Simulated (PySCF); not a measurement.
# M06-L on O⁺ (oxygen, charge +1)

Configuration: [He] 2s2 2p3, high-spin 4S determinant. Computed with PySCF 2.14 in cc-pVTZ-DK, with the spin-free X2C one-electron Hamiltonian (Gaussian nucleus).

| Item | Value |
| --- | --- |
| Total energy | -74.6304 hartree |
| One-electron energy | -98.5830 hartree |
| Hartree (Coulomb) energy | 32.0917 hartree |
| Exchange-correlation energy | -8.1391 hartree |
| ⟨S²⟩ | 3.7558 |
| ⟨L²⟩ | 0.000 |
| Sum of ⟨r⟩ | 5.793 bohr |
| Sum of ⟨r²⟩ | 7.307 bohr² |
| Langevin diamagnetic susceptibility | -5.79 ×10⁻⁶ cm³/mol |
| Time after the integrals | 0.21 s of wall time on 1 thread of Neoverse-V1 (shared host) |

| shell | electrons | mean orbital energy (hartree) | rms radius, mean of both spins (bohr) |
| --- | --- | --- | --- |
| 1s α | 1 | -19.79898 | 0.231 |
| 1s β | 1 | -19.70257 | 0.231 |
| 2s α | 1 | -1.60715 | 1.20 |
| 2s β | 1 | -1.31891 | 1.20 |
| 2p α | 3 | -0.99125 | 1.20 |
